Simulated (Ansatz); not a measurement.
An input meant for ZnN2H4⁺, that is Zn(NH2)2 with one electron fewer (charge 1, doublet).

```yaml
crystal:
  periodic: [false, false, false]
  atoms:
    - {symbol: Zn, position_ang: [0.036181, -0.037163, 0.000064]}
    - {symbol: N, position_ang: [0.244217, -0.002089, 1.812823]}
    - {symbol: H, position_ang: [-0.096718, 0.843421, 2.271278]}
    - {symbol: H, position_ang: [-0.151070, -0.799656, 2.312202]}
    - {symbol: N, position_ang: [-0.004106, -0.246851, -1.812437]}
    - {symbol: H, position_ang: [0.807737, 0.118584, -2.311541]}
    - {symbol: H, position_ang: [-0.836251, 0.123742, -2.272379]}
basis:
  gaussian: {orbitals: 6-31G}
total_charge: 1
magnetization: {spin_polarized: true, initial_magnetization: 1}
hamiltonian: {xc: {name: HF}}
correlation: {method: mp2, frozen_orbitals: {Zn: 9}}
scf: {lower_state_search: off}
output: {forces: true}
```

```sh
$ ansatz run in.yaml --threads 4 --pin off --events-out ev --progress --plain --max-ram 3916MiB
```

Shortened log:

```
Functional definition: HF
Error: "frozen_orbitals" has no count for N
```

Question: What is wrong with this run?

Answer: Frozen orbitals are typed for one element alone, and the program wants a count for each (the count typed has to fit that element's core, too). The input was rejected before any iteration.
